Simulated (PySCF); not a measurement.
(2S)-2-methylthietane (C₄H₈S), SMILES C[C@H]1CCS1. Geometry optimised at B3LYP-D3(BJ)/def2-SVP.

Question: Give the equilibrium geometry at B3LYP-D3(BJ)/def2-SVP (PySCF confirms it by a frequency run) as a Z-matrix. (The exact figures need the calculation; the answer reports its results.)

Answer: 
```
C
H 1 1.1025
C 1 1.5143 2 110.35
H 3 1.1011 1 110.78 2 178.07
H 3 1.1017 4 108.10 1 122.23
H 3 1.1040 4 108.54 5 116.50
C 1 1.5440 2 111.34 3 -133.04
H 7 1.1012 1 109.92 2 151.70
H 7 1.1025 8 108.15 1 126.66
C 7 1.5395 8 110.63 9 127.61
H 10 1.0991 7 116.44 8 -20.68
H 10 1.1008 11 109.10 7 130.36
S 10 1.8550 11 114.06 12 124.86
```
